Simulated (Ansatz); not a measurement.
Isolated molecules relaxed with PBE0-D4/def2-TZVP in Ansatz; ΔE leaves out vibrations. CCSD(T)/CBS is the MP2 limit (def2-TZVPP, def2-QZVPP) plus CCSD(T) − MP2 in def2-TZVPP, frozen cores. This one scheme is used for every species. For Ga, Se outer-core shells are correlated without core-valence functions, which leaves a few kJ/mol of doubt a bond. Scalar relativity is left out up to krypton. One conformer a species, not always the lowest.

Reaction (cleavage of the Ga–B bond): `[BH2][GaH][OH]` + H₂Se → `[OH][GaH][SeH]` + BH₃

`[BH2][GaH][OH]`:

Z-matrix (Å, degrees):
```
B
Ga 1 2.082
H 1 1.197 2 121.9
H 1 1.197 2 121.9 3 -179.6
O 2 1.799 1 119.8 3 -90.1
H 2 1.566 1 129.7 3 89.9
H 5 0.959 2 114.6 1 -0.0
```

H₂Se:

Z-matrix (Å, degrees):
```
Se
H 1 1.467
H 1 1.467 2 91.2
```

`[OH][GaH][SeH]`:

Cartesian coordinates in Å:
```
O -0.498 1.495 -0.225
Ga 0.584 0.118 -0.551
Se 0.264 -1.883 0.597
H -1.179 1.327 0.429
H 1.713 0.303 -1.598
H -0.884 -1.360 1.349
```

BH₃:

Cartesian coordinates in Å:
```
B 0.000 0.000 0.000
H 1.147 -0.291 -0.155
H -0.434 0.998 -0.491
H -0.713 -0.707 0.646
```

```json
{"level": "CCSD(T)/def2-TZVPP", "ΔE (kJ/mol)": "-120.9"}
{"level": "SCS-MP2/def2-QZVPP", "ΔE (kJ/mol)": "-127.9"}
```

Task: What does CCSD(T)/CBS give? (Estimate.)

Result: Computed: -120.5 kJ/mol. The listed levels differ from it by -0.4, -7.4 kJ/mol.

Largest T1 diagnostic among the species: 0.015.

From PBE to PBE0 (25 % exact exchange), in def2-TZVPP and without D4, ΔE moves by −6.9 kJ/mol. In def2-TZVPP, CCSD(T) changes the Hartree–Fock value by +14.4 kJ/mol (the triples alone add −0.2 kJ/mol) and MP2 by +4.3 kJ/mol. Leaving LDA and LC-ωPBE aside and taking each functional with its dispersion term where it has one, the values, not all of them listed here, spread over 17.6 kJ/mol, from BHLYP-D4 to PBE-D4. LDA lies +3.3 kJ/mol from PBE without D4.
